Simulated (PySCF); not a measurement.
Species: 2,6-difluoropyridine, C5H3F2N.
Atom-mapped SMILES: `[F:1][c:2]1[cH:3][cH:4][cH:5][c:6]([F:7])[n:8]1` (hydrogens: H9 on C3; H10 on C4; H11 on C5)

Method: PySCF 2.14.0, PBE0-D3(BJ)/def2-TZVP geometry optimisation, gas phase; density fitting, grid level 2; the optimiser is geomeTRIC in internal coordinates, started from a GFN2-xTB structure with every atom displaced at random (about 0.01 Å).

Step 1: E = -12149.3409 eV
```
atom  x, y, z in Å  |  force x, y, z in eV/Å
F1     -2.2285   -0.3932    1.4804   -0.559  -0.188   0.444
C2     -1.1394   -0.2678    0.7587   -0.031   0.082  -0.462
C3     -0.6558    1.0018    0.5270   -0.402   0.038  -0.538
C4      0.4713    1.0431   -0.2854    0.369   0.083   1.187
C5      1.1701   -0.1114   -0.6320   -1.051   0.156  -0.040
C6      0.4734   -1.2907   -0.4074   -0.493   0.195  -0.075
F7      0.8616   -2.4375   -0.9330    0.551  -0.091  -0.018
N8     -0.6671   -1.3641    0.2359    0.339  -0.279   0.370
H9     -1.2661    1.8497    0.8696    0.680  -0.246  -0.243
H10     0.8877    2.0002   -0.5166    0.294   0.462  -0.237
H11     2.1224   -0.0464   -1.1120    0.303  -0.213  -0.389
```

Step 2: E = -12149.4315 eV
```
atom  x, y, z in Å  |  force x, y, z in eV/Å
F1     -2.2618   -0.4205    1.4931   -0.019   0.243   0.045
C2     -1.1695   -0.2799    0.7595    0.313   0.030  -0.520
C3     -0.6416    0.9790    0.5060   -1.026   0.444   0.028
C4      0.4936    1.0801   -0.2811    0.122  -0.723   0.959
C5      1.1269   -0.1049   -0.6325   -0.029   0.470  -0.382
C6      0.4431   -1.2849   -0.3947   -0.063   0.324  -0.215
F7      0.9276   -2.3937   -0.9317   -0.002  -0.256   0.220
N8     -0.6896   -1.3873    0.2576    0.456  -0.331   0.106
H9     -1.2162    1.8360    0.8433    0.249   0.039   0.028
H10     0.9329    2.0430   -0.5069   -0.022  -0.010  -0.043
H11     2.0843   -0.0831   -1.1275    0.022  -0.231  -0.226
```

Step 3: E = -12149.5295 eV
```
atom  x, y, z in Å  |  force x, y, z in eV/Å
F1     -2.2767   -0.3919    1.4679    0.041  -0.191  -0.117
C2     -1.1754   -0.2800    0.7328    0.008   0.180   0.030
C3     -0.6756    0.9976    0.5128   -0.092  -0.614  -0.299
C4      0.4897    1.0540   -0.2268    0.424   0.423   0.002
C5      1.1105   -0.1016   -0.6736   -0.004   0.115  -0.070
C6      0.4532   -1.2871   -0.4084    0.142   0.078  -0.058
F7      0.9760   -2.4091   -0.8879   -0.157  -0.084   0.150
N8     -0.6567   -1.3976    0.2781   -0.108   0.149   0.159
H9     -1.2123    1.8694    0.8464    0.010   0.101   0.155
H10     0.9445    2.0193   -0.4434   -0.073  -0.138   0.036
H11     2.0524   -0.0893   -1.2129   -0.192  -0.020   0.012
```

Step 4: E = -12149.5384 eV
```
atom  x, y, z in Å  |  force x, y, z in eV/Å
F1     -2.2959   -0.4300    1.4192   -0.009   0.164  -0.009
C2     -1.1783   -0.2760    0.7206    0.029  -0.177   0.007
C3     -0.6720    0.9926    0.5037   -0.087   0.070   0.045
C4      0.5093    1.0717   -0.2147   -0.106  -0.102  -0.098
C5      1.0987   -0.0850   -0.6987    0.267  -0.228  -0.108
C6      0.4652   -1.2801   -0.4061   -0.286  -0.121   0.261
F7      0.9541   -2.4439   -0.8152    0.286   0.258  -0.189
N8     -0.6362   -1.3867    0.2926   -0.120   0.098   0.021
H9     -1.1931    1.8643    0.8712    0.023   0.026   0.066
H10     0.9622    2.0353   -0.4166   -0.007  -0.017   0.014
H11     2.0158   -0.0786   -1.2709    0.011   0.028  -0.010
```

Question: Estimate the geometry and energy of step 5. (The exact step hangs on the optimiser's Hessian estimate; all steps are aligned on step 4, rigid shifts and turns removed.)

Answer: E = -12149.5519 eV, largest force 0.271 eV/Å
```
atom  x, y, z in Å  |  force x, y, z in eV/Å
F1     -2.3112   -0.4129    1.4132   -0.004   0.065   0.014
C2     -1.1864   -0.2770    0.7238   -0.022  -0.001   0.001
C3     -0.6725    0.9867    0.5057   -0.005   0.126   0.025
C4      0.5053    1.0611   -0.2221   -0.018   0.007  -0.045
C5      1.1039   -0.0926   -0.7030   -0.199   0.048   0.178
C6      0.4580   -1.2759   -0.3933    0.067  -0.074  -0.050
F7      0.9891   -2.4121   -0.8240   -0.030  -0.099   0.005
N8     -0.6493   -1.3890    0.2971    0.148  -0.116  -0.116
H9     -1.1806    1.8613    0.8893    0.036  -0.015  -0.002
H10     0.9561    2.0238   -0.4231    0.008   0.063   0.001
H11     2.0174   -0.0898   -1.2786    0.019  -0.004  -0.009
```

The energy changes by -0.0135 eV. The first-order estimate −F·Δx gives -0.0361 eV and the mean of the old and new forces, exact on a quadratic surface, -0.0134 eV. The step makes an angle of 48° with the force vector and moves no atom by more than 0.048 Å.

What follows is the cost of the whole optimisation. The run took 3.7 min on an AMD EPYC 9R14 with one thread, no GPU, shared host with 192 logical CPUs at a one-minute load of 82, and the process peaked at 1.3 GiB of memory.
